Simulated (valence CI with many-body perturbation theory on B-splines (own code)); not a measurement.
Sensitivity of CI+MBPT for Tl⁴⁸⁺

Computed by configuration interaction combined with many-body perturbation theory (CI+MBPT): five valence electrons over a frozen Dirac-Fock core [Ar] 3d10, radial functions for each j: 6 s, 6 p, 5 d, 3 f, 1 g, with the one-electron correlation potential Σ1 (screened to all orders), the two-electron term Σ2, the three-electron term Σ3, Breit, model QED; selected single and double excitations, second order for the rest (own B-spline code, finite nucleus).

No measured spectrum was set against this ion. As an estimate, large intervals hold to a few tenths of a per cent, small ones and those within an open d or f shell to about a per cent. Among the levels kept, up to 380 cm⁻¹ of a level comes from second order outside the variational space, and about a tenth of that is noise between levels of different J, which matters for small intervals.

The reference run has the lowest level (4s^2 4p1/2^2 4p3/2) J=3/2 and an ionisation energy of 2637.56 eV. Its largest variational space holds 9998 state functions.

Levels are named by their leading jj configuration (3d3/2^4 stands for four electrons in 3d with j = 3/2), which in mixed levels can hold well under half, so a name can repeat and another be missing. Letters in brackets count levels of one name in rising energy.

Changed runs:
A. Breit term on → off; QED terms on → off; cutoff of virtual states (hartree) 13122 → 4680
B. scale of Σ1 1 → 0
C. shift of the energy in Σ1 (hartree) 0 → -23.408
D. box radius (bohr) 2.3389 → 0.67 (bad on purpose)

Excitation energies of the reference run in cm⁻¹, and shifts in cm⁻¹:

| Level | Reference | A | B | C |
| --- | --- | --- | --- | --- |
| (4s^2 4p1/2 4p3/2^2) J=3/2 | 1193040 | +12543 | -2628 | -247 |
| (4s^2 4p1/2 4p3/2^2) J=5/2 | 1243100 | +13195 | -2633 | -249 |
| (4s^2 4p1/2 4p3/2^2) J=1/2 | 1306510 | +12346 | -2643 | -251 |
| (4s^2 4p1/2^2 4d3/2) J=3/2 | 1445850 | +6389 | +2225 | +184 |
| (4s^2 4p1/2^2 4d5/2) J=5/2 | 1767600 | +11485 | +1105 | +36 |
| (4s 4p1/2^2 4p3/2^2) J=5/2 | 2140380 | +16099 | -1438 | -103 |
| (4s 4p1/2^2 4p3/2^2) J=1/2 | 2274640 | +15612 | -1522 | -111 |
| (4s 4p1/2^2 4p3/2^2) J=3/2 | 2290680 | +16032 | -1467 | -108 |
| (4s^2 4p3/2^3) J=3/2 | 2508710 | +25056 | -5264 | -497 |
| (4s^2 4p1/2 4p3/2 4d3/2) J=5/2 [a] | 2631250 | +19656 | -386 | -62 |
| (4s^2 4p1/2 4p3/2 4d3/2) J=3/2 [a] | 2636660 | +19295 | -414 | -64 |
| (4s^2 4p1/2 4p3/2 4d3/2) J=1/2 [a] | 2638030 | +18801 | -401 | -63 |
| Ionisation energy (eV) | 2637.56 | +2.30 | -1.61 | -0.27 |

Run D: It gave no result. The program said: "need at least one array to concatenate".
